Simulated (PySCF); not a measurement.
C4H6ClF, SMILES CC/C(F)=C/Cl.

Coordinates come from a ωB97X-D3(BJ)/def2-SVP optimisation. The structure was generated by enumeration; whether it is a known compound was not checked. The values are those of a single conformer.

Computed with TDDFT-PBE/def2-SVPD (PySCF).

Vertical excitations. The molecule is in vacuum.

```json
[
 {"state": "S1", "energy (eV)": "5.76", "λ (nm)": "215", "f": "0.033", "main pairs": "HOMO→LUMO+2 49 %, HOMO→LUMO+1 39 %, HOMO→LUMO 11 %"},
 {"state": "S2", "energy (eV)": "5.87", "λ (nm)": "211", "f": "0.015", "main pairs": "HOMO→LUMO+1 60 %, HOMO→LUMO+2 34 %"},
 {"state": "S3", "energy (eV)": "6.35", "λ (nm)": "195", "f": "0.266", "main pairs": "HOMO→LUMO 59 %, HOMO→LUMO+3 19 %, HOMO→LUMO+2 14 %"},
 {"state": "S4", "energy (eV)": "6.62", "λ (nm)": "187", "f": "0.000", "main pairs": "HOMO−1→LUMO 99 %"},
 {"state": "S5", "energy (eV)": "6.69", "λ (nm)": "185", "f": "0.038", "main pairs": "HOMO→LUMO+3 79 %, HOMO→LUMO 13 %"},
 {"state": "S6", "energy (eV)": "7.02", "λ (nm)": "177", "f": "0.020", "main pairs": "HOMO→LUMO+4 95 %"},
 {"state": "S7", "energy (eV)": "7.13", "λ (nm)": "174", "f": "0.005", "main pairs": "HOMO→LUMO+5 98 %"},
 {"state": "S8", "energy (eV)": "7.38", "λ (nm)": "168", "f": "0.029", "main pairs": "HOMO−1→LUMO+2 54 %, HOMO−1→LUMO+1 44 %"},
 {"state": "S9", "energy (eV)": "7.55", "λ (nm)": "164", "f": "0.009", "main pairs": "HOMO−1→LUMO+1 54 %, HOMO−1→LUMO+2 44 %"},
 {"state": "S10", "energy (eV)": "7.71", "λ (nm)": "161", "f": "0.006", "main pairs": "HOMO→LUMO+6 95 %"},
 {"state": "T1", "energy (eV)": "4.20", "λ (nm)": "295", "f": "0", "main pairs": "HOMO→LUMO 97 %"},
 {"state": "T2", "energy (eV)": "5.35", "λ (nm)": "232", "f": "0", "main pairs": "HOMO→LUMO+1 98 %"},
 {"state": "T3", "energy (eV)": "5.74", "λ (nm)": "216", "f": "0", "main pairs": "HOMO→LUMO+2 98 %"},
 {"state": "T4", "energy (eV)": "6.49", "λ (nm)": "191", "f": "0", "main pairs": "HOMO−1→LUMO 98 %"}
]
```
Triplets are in the Tamm–Dancoff approximation, which puts them higher than full response would, so one can lie above its singlet here.
